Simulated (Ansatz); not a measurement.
CH3Se (SMILES C[Se]) moved off its minimum; all values from Ansatz (a quantum-chemistry and plane-wave program), cores frozen in correlated methods. Open shells are unrestricted.
(charge 0, multiplicity 2)
```xyz
5

C     -1.4637     0.0655    -0.0569
Se     0.4505     0.0600     0.1433
H     -1.8678    -0.5653    -0.7380
H     -1.8853     0.9926    -0.1225
H     -2.0411    -0.3960     1.0441
```

Forces at B3LYP/def2-TZVPP (eV/Å):

```
atom      Fx      Fy      Fz
----  ------  ------  ------
C1    -0.363  -1.783   5.413
Se2   -0.134  -0.087   0.009
H3    -0.716  -1.989  -2.348
H4    -0.776   2.603  -0.253
H5     1.990   1.256  -2.822
```

Give the forces (eV/Å), the total energy and the dipole at CCSD(T)/cc-pVTZ.


```csv
atom,Fx,Fy,Fz
C1,-0.422,-1.828,5.522
Se2,-0.066,-0.090,0.022
H3,-0.741,-2.029,-2.414
H4,-0.803,2.673,-0.271
H5,2.032,1.273,-2.859
```
Energy -2439.8229 hartree, dipole 1.40 D.
